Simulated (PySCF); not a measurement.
Compound: C₃HF₂NO.
Bonds: F1–C2, C2–C3 (aromatic), C3–N4 (aromatic), N4–O5 (aromatic), O5–C6 (aromatic), C6–F7, C2–C6 (aromatic). Hydrogens: H8 on C3.

Method used: PBE0-D3(BJ)/def2-SVP geometry optimisation, gas phase (PySCF 2.14.0).

**Question.** What internal coordinates does the optimisation give?

**Answer.** 
```csv
bond,length (Å),order
F1–C2,1.316,single
C2–C3,1.415,aromatic
C3–N4,1.309,aromatic
N4–O5,1.374,aromatic
O5–C6,1.320,aromatic
C6–F7,1.296,single
C2–C6,1.363,aromatic
C3–H8,1.090,single
```

Orders are formal, as drawn. A selection of angles:
```csv
angle,degrees
F1–C2–C3,128.5
F1–C2–C6,128.4
C3–C2–C6,103.1
C2–C3–N4,111.2
C2–C3–H8,128.7
N4–C3–H8,120.1
C3–N4–O5,106.0
N4–O5–C6,109.5
O5–C6–F7,117.1
C2–C6–O5,110.2
C2–C6–F7,132.7
```

The C–F distances run from 1.296 Å (C6–F7, drawn single) to 1.316 Å (F1–C2, drawn single), a spread of 0.020 Å. The 5-membered ring C2–C3–N4–O5–C6 has internal angles of 103.1° to 111.2°; it is planar, 0.00 Å rms from its mean plane, widest ring torsion 0°. The C–C distances run from 1.363 Å (C2–C6, aromatic) to 1.415 Å (C2–C3, aromatic), a spread of 0.052 Å. The 7 heavy atoms lie in one plane (0.000 Å rms).

Point group: Cs (tolerance 0.08 Å). Stationary, but not proved a minimum.

The run took 36 s on one thread of an Arm Neoverse V1, on a shared host, and the process peaked at 0.42 GiB of memory. That covers the optimisation of the geometry.
